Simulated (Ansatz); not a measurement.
Computed with Ansatz on PBE0-D4/def2-TZVP structures; ΔE is electronic, products minus reactants. CCSD(T)/CBS is the MP2 limit (def2-TZVPP, def2-QZVPP) plus CCSD(T) − MP2 in def2-TZVPP, frozen cores. This one scheme is used for every species. Functionals use def2-TZVPP. For Ge outer-core shells are correlated without core-valence functions, which leaves a few kJ/mol of doubt a bond. Scalar relativity is left out up to krypton. One conformer a species, not always the lowest.

`F[SiH2][O][GeH3]` + CH₄ → `C[SiH2][O][GeH3]` + H–F  (formal exchange of groups at the Si–F bond)

```json
{"species": "`F[SiH2][O][GeH3]`", "BHLYP-D4 energy (Eh)": "-2544.70545"}
{"species": "CH₄", "BHLYP-D4 energy (Eh)": "-40.50336"}
{"species": "`C[SiH2][O][GeH3]`", "BHLYP-D4 energy (Eh)": "-2484.69323"}
{"species": "H–F", "BHLYP-D4 energy (Eh)": "-100.45188"}
```

**Question.** Work out ΔE.

**Answer.** ΔE = (-2484.69323) + (-100.45188) − (-2544.70545) − (-40.50336) = 0.06370 Eh = +40.0 kcal/mol. CCSD(T)/CBS gives +37.2 kcal/mol.

**Question.** What do rigid-rotor, harmonic-oscillator terms from PBE0-D4/def2-TZVP frequencies (298.15 K, 1 bar) make of the CCSD(T)/CBS value? (Estimate.)

**Answer.** The calculation gave: ΔZPE = -1.3 kcal/mol, ΔH = +36.3 kcal/mol, ΔS = 10 J/(mol·K), ΔG = +35.6 kcal/mol. Modes under 50 cm⁻¹ make the entropy rough.

Largest T1 diagnostic among the species: 0.012.

In def2-TZVPP, CCSD(T) changes the Hartree–Fock value by −5.6 kcal/mol (the triples alone add −0.7 kcal/mol) and MP2 by −5.6 kcal/mol. The D4 term adds −1.5 kcal/mol with B3LYP and −0.8 kcal/mol with PBE0; it sums over pairs of atoms, weighted by their polarisabilities, and B3LYP, whose exchange is more repulsive, gets the larger term.

B3LYP here is the variant with VWN-RPA as its local correlation; programs differ in this.
